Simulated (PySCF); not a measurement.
SMILES [SiH2]([SiH2]C(C)C)Cl (C3H11ClSi2) (GFN2-xTB optimised geometry):

```
17

C      1.820    -2.076    -0.096
C      1.260    -0.660     0.000
C      1.812     0.204    -1.132
Si    -0.656    -0.660     0.000
Si    -1.517     1.489     0.000
Cl    -0.480     2.694     1.265
H      1.455    -2.694     0.722
H      1.521    -2.542    -1.033
H      2.908    -2.065    -0.055
H      1.607    -0.228     0.946
H      2.902     0.203    -1.118
H      1.475     1.235    -1.038
H      1.488    -0.177    -2.099
H     -1.099    -1.460     1.153
H     -1.114    -1.380    -1.199
H     -2.908     1.562     0.451
H     -1.475     2.174    -1.295
```

Method: CAM-B3LYP/def2-SVP (PySCF).

Problem. What are the frontier orbital energies and the dipole moment?

Solution. HOMO-2 -10.01 eV, HOMO-1 -9.77 eV, HOMO -9.16 eV, LUMO 0.88 eV, LUMO+1 1.40 eV; dipole moment 1.36 D.

Meta-Löwdin charges at CAM-B3LYP/def2-SVP: C1 -0.28, C2 -0.24, C3 -0.28, Si4 0.39, Si5 0.46, Cl6 -0.29, H7 0.09, H8 0.09, H9 0.09, H10 0.09, H11 0.09, H12 0.09, H13 0.09, H14 -0.09, H15 -0.10, H16 -0.10, H17 -0.10.
